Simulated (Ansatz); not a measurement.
Consider the ligand exchange at the Si–O bond: `CCCO[SiH3]` + `[NH2][Sn][OH]` → `[NH2][Sn][O][SiH3]` + `CCCO`.

Program: Ansatz. Geometries: PBE0-D4/def2-TZVP. ΔE: electronic, gas phase. CCSD(T)/CBS is the MP2 limit (def2-TZVPP, def2-QZVPP) plus CCSD(T) − MP2 in def2-TZVPP, frozen cores. DFT in def2-TZVPP. Elements past krypton have def2 core potentials. For Sn outer-core shells are correlated without core-valence functions, which leaves a few kJ/mol of doubt a bond. One conformer a species, not always the lowest.

(1) Is it downhill or uphill in electronic energy at CCSD(T)/CBS, and by how much? (Best estimate.)

(2) What do these levels give: r2SCAN, PBE0, MP2/def2-TZVPP, MP2/def2-QZVPP, MP2/CBS(def2), CCSD/CBS(def2)? (Best estimate.)

Largest T1 diagnostic among the species: 0.017.

Answers

(1) Ansatz gave: Downhill: ΔE = -5.4 kcal/mol.

(2) Computed: r2SCAN -4.8, PBE0 -4.9, MP2/def2-TZVPP -5.2, MP2/def2-QZVPP -5.2, MP2/CBS(def2) -5.1, CCSD/CBS(def2) -5.4 kcal/mol.
